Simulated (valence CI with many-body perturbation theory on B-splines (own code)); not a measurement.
**E1 line list for Pd6+**

Calculated by configuration interaction combined with many-body perturbation theory (CI+MBPT): four valence electrons over a frozen Dirac-Fock core [Kr], radial functions for each j: 7 s, 7 p, 8 d, 6 f, 4 g, 1 h, with the one-electron correlation potential Σ1, the two-electron term Σ2, the three-electron term Σ3, Breit, model QED; selected CI, second order for the rest, scaled by the run's own slope (own B-spline code, finite nucleus).

No measured spectrum was set against this ion. As an estimate, terms of the open shell hold to 2 to 4 % of their energy, and close levels can change places; different configurations can be misplaced against each other by 1,000 to 8,000 cm⁻¹. The list stops below the first excitations out of the core.

Lines 301 to 350 of 423 in falling wavelength, among levels below 38.944 eV, chosen from the strongest by gf and those to the six lowest levels. Wavelengths and rates use the calculated energies, so an error of 2000 cm⁻¹ moves a line at 37.58 nm by 0.75 % and its rate by three times that or more. Electric multipoles are in the length gauge, E1 and E2 with the static RPA response of the core. Weak lines are less certain than strong ones. Lines between different terms over intervals too small for the method are left out, as are lines whose strength nearly cancels. The highest levels of a list are the least certain.

Names give the largest LS component (configuration and term), which can be under half, so a name can repeat, a term be missing and a line seem to break the LS rules; names also repeat where a configuration has a term twice. Letters in brackets count levels of one name in rising energy.

| λ vac (nm) | Upper | Lower | A (s⁻¹) | S (a.u.) |
| --- | --- | --- | --- | --- |
| 37.58 | 4d3 5p 5G°_2 | 4d4 3D_2 | 3.65e+06 | 4.78e-04 |
| 37.45 | 4d3 5p 5D°_1 | 4d4 1D_2 [a] | 6.31e+05 | 4.90e-05 |
| 37.44 | 4d3 5p 5G°_2 | 4d4 3D_3 | 3.05e+05 | 3.95e-05 |
| 37.27 | 4d3 5p 3D°_1 | 4d4 3D_1 | 2.43e+07 | 1.86e-03 |
| 37.24 | 4d3 5p 5D°_2 | 4d4 1D_2 [a] | 3.28e+06 | 4.18e-04 |
| 37.19 | 4d3 5p 5G°_3 | 4d4 3D_2 | 9.30e+06 | 1.65e-03 |
| 37.19 | 4d3 5p 5G°_4 | 4d4 1G_4 [a] | 2.51e+06 | 5.73e-04 |
| 37.16 | 4d3 5p 3D°_1 | 4d4 3D_2 | 2.67e+06 | 2.03e-04 |
| 37.14 | 4d3 5p 5F°_1 | 4d4 1D_2 [a] | 2.42e+06 | 1.83e-04 |
| 37.12 | 4d3 5p 5D°_1 | 4d4 1S_0 [a] | 3.27e+06 | 2.47e-04 |
| 37.06 | 4d3 5p 5G°_3 | 4d4 3D_3 | 1.18e+07 | 2.08e-03 |
| 36.96 | 4d3 5p 3D°_2 | 4d4 3D_1 | 3.41e+07 | 4.25e-03 |
| 36.86 | 4d3 5p 5D°_3 | 4d4 1G_4 [a] | 1.13e+07 | 1.95e-03 |
| 36.86 | 4d3 5p 3D°_2 | 4d4 3D_2 | 1.31e+07 | 1.62e-03 |
| 36.82 | 4d3 5p 5F°_1 | 4d4 1S_0 [a] | 1.27e+07 | 9.38e-04 |
| 36.78 | 4d3 5p 5G°_2 | 4d4 3F_3 [a] | 1.16e+07 | 1.43e-03 |
| 36.77 | 4d3 5p 5G°_2 | 4d4 3P_2 [a] | 9.35e+06 | 1.15e-03 |
| 36.73 | 4d3 5p 3D°_2 | 4d4 3D_3 | 5.52e+06 | 6.75e-04 |
| 36.71 | 4d3 5p 5G°_5 | 4d4 1G_4 [a] | 5.51e+06 | 1.48e-03 |
| 36.62 | 4d3 5p 5G°_4 | 4d4 3D_3 | 1.36e+07 | 2.96e-03 |
| 36.45 | 4d3 5p 5D°_4 | 4d4 1G_4 [a] | 1.51e+06 | 3.25e-04 |
| 36.43 | 4d3 5p 5D°_3 | 4d4 3D_2 | 9.53e+07 | 1.59e-02 |
| 36.43 | 4d3 5p 5D°_0 | 4d4 3D_1 | 1.23e+07 | 2.93e-04 |
| 36.41 | 4d3 5p 5G°_3 | 4d4 3G_4 | 3.63e+07 | 6.05e-03 |
| 36.40 | 4d3 5p 5G°_3 | 4d4 3F_3 [a] | 7.69e+05 | 1.28e-04 |
| 36.40 | 4d3 5p 5G°_3 | 4d4 3P_2 [a] | 8.64e+06 | 1.44e-03 |
| 36.37 | 4d3 5p 3D°_1 | 4d4 3P_2 [a] | 2.53e+07 | 1.80e-03 |
| 36.31 | 4d3 5p 5D°_1 | 4d4 3D_1 | 3.78e+04 | 2.68e-06 |
| 36.30 | 4d3 5p 5D°_3 | 4d4 3D_3 | 1.37e+08 | 2.26e-02 |
| 36.27 | 4d3 5p 5G°_2 | 4d4 3F_2 [a] | 2.62e+07 | 3.08e-03 |
| 36.21 | 4d3 5p 5G°_5 | 4d4 1I_6 | 8.08e+06 | 2.08e-03 |
| 36.21 | 4d3 5p 5D°_1 | 4d4 3D_2 | 2.81e+07 | 1.97e-03 |
| 36.19 | 4d3 5p 5G°_4 | 4d4 3G_5 | 1.92e+07 | 4.03e-03 |
| 36.14 | 4d3 5p 5G°_2 | 4d4 3G_3 | 1.21e+08 | 1.41e-02 |
| 36.12 | 4d3 5p 5G°_2 | 4d4 3P_1 [a] | 1.61e+07 | 1.87e-03 |
| 36.11 | 4d3 5p 5D°_2 | 4d4 3D_1 | 6.93e+04 | 8.05e-06 |
| 36.08 | 4d3 5p 3D°_2 | 4d4 3F_3 [a] | 3.02e+08 | 3.50e-02 |
| 36.08 | 4d3 5p 3D°_2 | 4d4 3P_2 [a] | 3.94e+08 | 4.57e-02 |
| 36.02 | 4d3 5p 5F°_1 | 4d4 3D_1 | 4.53e+07 | 3.13e-03 |
| 36.02 | 4d3 5p 5D°_2 | 4d4 3D_2 | 5.91e+06 | 6.81e-04 |
| 36.01 | 4d3 5p 5G°_3 | 4d4 3F_4 [a] | 1.91e+07 | 3.08e-03 |
| 35.99 | 4d3 5p 5G°_4 | 4d4 3G_4 | 1.88e+07 | 3.88e-03 |
| 35.98 | 4d3 5p 5G°_4 | 4d4 3F_3 [a] | 3.22e+07 | 6.67e-03 |
| 35.92 | 4d3 5p 5F°_1 | 4d4 3D_2 | 1.61e+07 | 1.11e-03 |
| 35.91 | 4d3 5p 5G°_3 | 4d4 3F_2 [a] | 2.67e+07 | 4.27e-03 |
| 35.91 | 4d3 5p 5D°_4 | 4d4 3D_3 | 3.95e+05 | 8.12e-05 |
| 35.89 | 4d3 5p 5D°_2 | 4d4 3D_3 | 4.16e+07 | 4.74e-03 |
| 35.88 | 4d3 5p 3D°_1 | 4d4 3F_2 [a] | 1.28e+09 | 8.77e-02 |
| 35.78 | 4d3 5p 5G°_3 | 4d4 3G_3 | 6.76e+07 | 1.07e-02 |
| 35.74 | 4d3 5p 3D°_1 | 4d4 3P_1 [a] | 7.78e+08 | 5.26e-02 |
